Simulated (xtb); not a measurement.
A run for xtb: GFN2-xTB on CH3BO (a complex), monomers drawn apart or pushed together.

```
$ xtb mol.xyz --gfn 2 --sp --chrg 0 --uhf 0
6

B      0.05092971    -0.01422898     0.50933895
H      0.35862152     1.07006016     0.11994969
H      0.91233479    -0.82054991     0.33790774
H     -1.00059855    -0.37162160     0.07540596
C     -0.38118401     0.28222673     4.17200916
O     -0.24903857     0.19192671     3.05083923
```

The log:

```
[...]
           -------------------------------------------------
          |                Calculation Setup                |
           -------------------------------------------------



molecular fragmentation (1/2 indicates fragments):
111122
# atoms in fragment 1/2:     4     2
 fragment masses (1/2) :       13.83       28.01
CMA distance (Bohr)    :   5.908
constraining FC (au)   :  0.0500

           -------------------------------------------------
          |                 G F N 2 - x T B                 |
           -------------------------------------------------

        Reference                      10.1021/acs.jctc.8b01176
      * Hamiltonian:
        H0-scaling (s, p, d)           1.850000    2.230000    2.230000
        zeta-weighting                 0.500000
      * Dispersion:
        s8                             2.700000
        a1                             0.520000
        a2                             5.000000
        s9                             5.000000
      * Repulsion:
        kExp                           1.500000    1.000000
        rExp                           1.000000
      * Coulomb:
        alpha                          2.000000
        third order                    shell-resolved
        anisotropic                    true
        a3                             3.000000
        a5                             4.000000
        cn-shift                       1.200000
        cn-exp                         4.000000
        max-rad                        5.000000


          ...................................................
          :                      SETUP                      :
          :.................................................:
          :  # basis functions                  15          :
          :  # atomic orbitals                  15          :
          :  # shells                            9          :
          :  # electrons                        16          :
          :  max. iterations                   250          :
          :  Hamiltonian                  GFN2-xTB          :
          :  restarted?                      false          :
          :  GBSA solvation                  false          :
          :  PC potential                    false          :
          :  electronic temp.          300.0000000     K    :
          :  accuracy                    1.0000000          :
          :  -> integral cutoff          0.2500000E+02      :
          :  -> integral neglect         0.1000000E-07      :
          :  -> SCF convergence          0.1000000E-05 Eh   :
          :  -> wf. convergence          0.1000000E-03 e    :
          :  Broyden damping             0.4000000          :
          :  net charge                          0          :
          :  unpaired electrons                  0          :
          ...................................................

 iter      E             dE          RMSdq      gap      omega  full diag
   1     -8.8711426 -0.887114E+01  0.128E+01    3.81       0.0  T
   2     -8.9345789 -0.634363E-01  0.836E+00    3.24       1.0  T
   3     -8.9365634 -0.198455E-02  0.208E+00    3.06       1.0  T
   4     -8.9410465 -0.448303E-02  0.136E+00    3.56       1.0  T
   5     -8.9464390 -0.539252E-02  0.441E-01    3.31       1.0  T
   6     -8.9465464 -0.107441E-03  0.928E-02    3.52       1.0  T
   7     -8.9465446  0.179794E-05  0.785E-02    3.60       1.0  T
   8     -8.9465606 -0.160150E-04  0.142E-02    3.58       2.9  T
   9     -8.9465615 -0.872435E-06  0.608E-03    3.57       6.7  T
  10     -8.9465617 -0.192942E-06  0.191E-03    3.57      21.3  T
  11     -8.9465617 -0.989855E-08  0.402E-04    3.57     101.5  T
  12     -8.9465617 -0.552568E-09  0.276E-05    3.57    1480.5  T

   *** convergence criteria satisfied after 12 iterations ***

         #    Occupation            Energy/Eh            Energy/eV
      -------------------------------------------------------------
         1        2.0000           -0.8114868             -22.0817
         2        2.0000           -0.6695864             -18.2204
         3        2.0000           -0.6284708             -17.1016
         4        2.0000           -0.6284708             -17.1016
         5        2.0000           -0.5064063             -13.7800
         6        2.0000           -0.4885593             -13.2944
         7        2.0000           -0.4296624             -11.6917
         8        2.0000           -0.4296141             -11.6904 (HOMO)
         9                         -0.2983828              -8.1194 (LUMO)
        10                         -0.2983827              -8.1194
        11                         -0.2715791              -7.3900
        12                          0.2502140               6.8087
        13                          0.2506909               6.8216
       ...                                ...                  ...
        15                          0.7760874              21.1184
      -------------------------------------------------------------
                  HL-Gap            0.1312313 Eh            3.5710 eV
             Fermi-level           -0.3639985 Eh           -9.9049 eV

 SCC (total)                   0 d,  0 h,  0 min,  0.003 sec
 SCC setup                      ...        0 min,  0.000 sec (  3.154%)
 Dispersion                     ...        0 min,  0.000 sec (  1.158%)
 classical contributions        ...        0 min,  0.000 sec (  0.619%)
 integral evaluation            ...        0 min,  0.000 sec ( 12.768%)
 iterations                     ...        0 min,  0.002 sec ( 58.486%)
 molecular gradient             ...        0 min,  0.001 sec ( 20.625%)
 printout                       ...        0 min,  0.000 sec (  2.827%)

         :::::::::::::::::::::::::::::::::::::::::::::::::::::
         ::                     SUMMARY                     ::
         :::::::::::::::::::::::::::::::::::::::::::::::::::::
         :: total energy              -8.850735359067 Eh    ::
         :: gradient norm              0.059365981667 Eh/a0 ::
         :: HOMO-LUMO gap              3.570985613250 eV    ::
         ::.................................................::
         :: SCC energy                -8.946561290662 Eh    ::
         :: -> isotropic ES            0.018608058534 Eh    ::
         :: -> anisotropic ES          0.004680511132 Eh    ::
         :: -> anisotropic XC          0.001805518872 Eh    ::
         :: -> dispersion             -0.001686017230 Eh    ::
         :: repulsion energy           0.095825931594 Eh    ::
         :: add. restraining           0.000000000000 Eh    ::
         :: total charge               0.000000000000 e     ::
         :::::::::::::::::::::::::::::::::::::::::::::::::::::

           -------------------------------------------------
          |                Property Printout                |
           -------------------------------------------------

    * Orbital Energies and Occupations

         #    Occupation            Energy/Eh            Energy/eV
      -------------------------------------------------------------
         1        2.0000           -0.8114868             -22.0817
         2        2.0000           -0.6695864             -18.2204
         3        2.0000           -0.6284708             -17.1016
         4        2.0000           -0.6284708             -17.1016
         5        2.0000           -0.5064063             -13.7800
         6        2.0000           -0.4885593             -13.2944
         7        2.0000           -0.4296624             -11.6917
         8        2.0000           -0.4296141             -11.6904 (HOMO)
         9                         -0.2983828              -8.1194 (LUMO)
        10                         -0.2983827              -8.1194
Note: The following floating-point exceptions are signalling: IEEE_DENORMAL
normal termination of xtb
        11                         -0.2715791              -7.3900
        12                          0.2502140               6.8087
        13                          0.2506909               6.8216
        14                          0.4049802              11.0201
        15                          0.7760874              21.1184
      -------------------------------------------------------------
                  HL-Gap            0.1312313 Eh            3.5710 eV
             Fermi-level           -0.3639985 Eh           -9.9049 eV

     #   Z          covCN         q      C6AA      α(0)
     1   5 B        2.791     0.246    17.644     7.021
     2   1 H        0.930    -0.090     5.220     3.572
     3   1 H        0.930    -0.090     5.217     3.572
     4   1 H        0.930    -0.090     5.218     3.572
     5   6 C        0.856     0.060    33.353     9.637
     6   8 O        0.856    -0.036    15.596     5.295

 Mol. C6AA /au·bohr⁶  :        428.640862
 Mol. C8AA /au·bohr⁸  :       9759.518054
 Mol. α(0) /au        :         32.668814


Wiberg/Mayer (AO) data.
largest (>0.10) Wiberg bond orders for each atom

 ---------------------------------------------------------------------------
     #   Z sym  total        # sym  WBO       # sym  WBO       # sym  WBO
 ---------------------------------------------------------------------------
     1   5 B    3.022 --     3 H    0.989     4 H    0.989     2 H    0.989
     2   1 H    0.992 --     1 B    0.989
     3   1 H    0.992 --     1 B    0.989
     4   1 H    0.992 --     1 B    0.989
     5   6 C    2.619 --     6 O    2.601
     6   8 O    2.641 --     5 C    2.601
 ---------------------------------------------------------------------------

Topologies differ in total number of bonds
Writing topology from bond orders to xtbtopo.mol

molecular dipole:
                 x           y           z       tot (Debye)
 q only:       -0.048       0.033       0.411
   full:       -0.044       0.030       0.374       0.960
molecular quadrupole (traceless):
                xx          xy          yy          xz          yz          zz
 q only:       -1.651      -0.030      -1.668      -0.462       0.340       3.319
  q+dip:        0.930       0.043       0.968       0.459      -0.292      -1.898
   full:        0.880       0.042       0.918       0.440      -0.280      -1.798


           -------------------------------------------------
          | TOTAL ENERGY               -8.850735359067 Eh   |
          | GRADIENT NORM               0.059365981667 Eh/α |
          | HOMO-LUMO GAP               3.570985613250 eV   |
           -------------------------------------------------

------------------------------------------------------------------------
------------------------------------------------------------------------
 total:
 SCF:
```

The run finished.

Cost: very roughly 0.05 core-seconds.
